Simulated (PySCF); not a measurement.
33S chemical shifts

Theory: structure optimised with GFN2-xTB, NMR shieldings at PBE0/pcSseg-1/GIAO, in PySCF 2.14.0 with density-fitted response routines (one computed conformer, non-relativistic, in vacuum, equivalent nuclei averaged).

Shieldings were converted by a linear fit to measured shifts: 33S (scatter 33.3 ppm rms vs sulfate, solution or neat liquid). Occasional misses reach two or three times the rms, and more in compound classes unlike the fitted ones.

Q: Give the 33S shifts of `O=S(=O)(Cl)c1sccc1Cl`.

A: 
| compound | environment | δ (ppm) |
| --- | --- | --- |
| [O:1]=[S:2](=[O:3])([Cl:4])[c:5]1[s:6][cH:7][cH:8][c:9]1[Cl:10] | S2: sulfonyl sulfur | -29 |
| [O:1]=[S:2](=[O:3])([Cl:4])[c:5]1[s:6][cH:7][cH:8][c:9]1[Cl:10] | S6: aromatic ring sulfur | -89 |

Q: Order these by 33S shift, lowest first.
A. N#C[Si]1(S[SiH3])[SiH2]C[SiH2]1
B. C#C[Si@@H]1[Si@H](N)S[Si@H]1[SiH3]
C. c1ccc(-c2cccs2)cc1

A: A (-577 ppm, sulfur bonded to 2 Si), B (-409 ppm, sulfur bonded to 2 Si, in a 4-membered ring), C (-111 ppm, aromatic ring sulfur).
